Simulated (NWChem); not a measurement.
System: C$_{2}$H$_{4}$O$_{2}$Si; SMILES O[Si@@H]1C=CO1

Here is an NWChem input.

```
start job
memory heap 200 mb stack 900 mb global 1100 mb
geometry units angstroms noautosym nocenter noautoz
  O     -0.064293     1.890143    -0.421622
  Si     0.070548     0.478432     0.414621
  C      1.052007    -0.962716    -0.166187
  C     -0.155863    -1.568510    -0.231477
  O     -1.171610    -0.701400     0.067800
  H     -0.027615     1.834707    -1.381846
  H      0.060664     0.874067     1.839340
  H      2.037897    -1.391328    -0.325683
  H     -0.444527    -2.603820    -0.456060
end
basis spherical
  O library 6-31g*
  Si library 6-31g*
  C library 6-31g*
  H library 6-31g*
end
dft
  xc hfexch
  iterations 150
end
property
  shielding
end
task dft property
```

The geometry was optimised at PBE0/def2-SVP.

GIAO values for the isolated, static molecule; σ is the absolute isotropic shielding, δ = σ(reference) − σ with the isolated reference molecule computed at the same levels (13C: tetramethylsilane, 1H: tetramethylsilane, 17O: water, 29Si: tetramethylsilane).

Atoms are numbered as in the input.

Q: Predict the main results of this run. (Hartree-Fock/6-31G* (spherical d), GIAO.) Quantities: δ Si2 (ppm); δ C3 (ppm); δ C4 (ppm); δ O5 (ppm); δ H6 (ppm); δ H7 (ppm); δ H9 (ppm).

A: 
```yaml
"δ Si2 (ppm)": -7.7
"δ C3 (ppm)": 94.5
"δ C4 (ppm)": 168.5
"δ O5 (ppm)": 106.8
"δ H6 (ppm)": 2.62
"δ H7 (ppm)": 5.26
"δ H9 (ppm)": 7.89
```
